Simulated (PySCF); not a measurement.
C2H8N, SMILES [NH3+]CC, charge +1.

The structure is a stationary point at B3LYP-D3(BJ)/def2-SVP. The isomer is the one that the SMILES or the coordinates give; other isomers of the formula were not compared.

Method: PBE/def2-TZVPD (PySCF).

Symmetry labels are those of the subgroup Cs that the program uses (full group Cs).

Question: List the valence orbital energies around the gap with their symmetry. (The exact figures need the calculation; the answer reports its results.)

Answer: 
```
orbital  symmetry  energy (eV)
-------  --------  -----------
HOMO−7         A'       -21.20
HOMO−6         A"       -20.13
HOMO−5         A'       -19.86
HOMO−4         A'       -17.56
HOMO−3         A"       -16.14
HOMO−2         A'       -14.75
HOMO−1         A'       -14.21
HOMO           A"       -13.76
LUMO           A'        -6.05
LUMO+1         A'        -4.40
LUMO+2         A"        -4.34
LUMO+3         A'        -4.29
```
